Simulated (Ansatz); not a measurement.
```xyz
7

C     0.0144   -0.0471   -1.2476
C     0.0238   -0.0208    0.2532
C    -0.0267    0.0120    1.3847
H     0.0244   -0.9857   -1.6470
H    -0.8464    0.4966   -1.6522
H     0.8609    0.5449   -1.6084
H     0.0115   -0.0485    2.4954
```

Basis set: 6-31G (spherical functions). Correlated methods keep 3 orbitals frozen. Charge 0, multiplicity 1.

Computed with Ansatz (development build ahead of 0.2.0); each method stands on the lowest determinant of its kind that the runs found. Restricted open shells among the atoms or ions are ROHF, correlated in semicanonical orbitals with singles.

The atomization energy at this shape (free ground-state atoms in the same class of orbitals less the molecule, no zero-point energy) of singlet C3H4:

| method | atomization energy |
| --- | --- |
| RHF | 21.26 eV |

Task: What does RHF-MP2 give?

Result: 26.39 eV.

This basis has no polarisation functions and is too small for such energies, which can lie far from measured ones in either direction.
